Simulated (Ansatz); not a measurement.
H₄BN, charge +1, doublet, geometry from GFN2-xTB (a state made from the parent by changing its charge; the spin is typed, not shown lowest); Ansatz (an electronic-structure program) with PBE0/6-31G*.

Input for Ansatz:
Ansatz 0.2 input:
```yaml
crystal:
  periodic: [false, false, false]
  atoms:
    - {symbol: B, position_ang: [-0.73130621, 0.03665242, -0.00704812]}
    - {symbol: N, position_ang: [0.60086384, -0.03011476, 0.00579095]}
    - {symbol: H, position_ang: [-1.51017053, -0.84599977, -0.16863775]}
    - {symbol: H, position_ang: [-1.42098447, 0.99290666, 0.14038813]}
    - {symbol: H, position_ang: [1.23321839, 0.75151551, -0.16929741]}
    - {symbol: H, position_ang: [1.14842081, -0.87088115, 0.19225095]}
basis:
  gaussian:
    orbitals: 6-31G*
hamiltonian:
  xc: pbe0
total_charge: 1
magnetization: {spin_polarized: true, initial_magnetization: 1}
```

What the program printed (banner, timings and long lists left out):

```
Functional definition: PBE0
406 factors; integrals over basis functions are off by at most 1.1e-3 eV
mean field evaluation 1: about -2206.4451 eV, gradient 5.4e1 eV
mean field evaluation 2: about -2186.1911 eV, gradient 7.6e1 eV
mean field evaluation 4: about -2218.2442 eV, gradient 5.4e0 eV
mean field evaluation 8: about -2218.4579 eV, gradient 1.5e-1 eV
mean field evaluation 16: about -2218.4565 eV, gradient 8.7e-5 eV
mean field -2218.45650816 eV, -81.5267729511 hartree, gradient 8.7e-5 eV, S^2 0.762228; 0 other end points of the search recorded, 0 dependent functions left out
reference -2218.45652126 eV, -81.5267734325 hartree; 8, 7 occupied and 30, 31 virtual orbitals, 406 factors
Total energy: -2218.45652126 eV, -81.5267734325 hartree
```
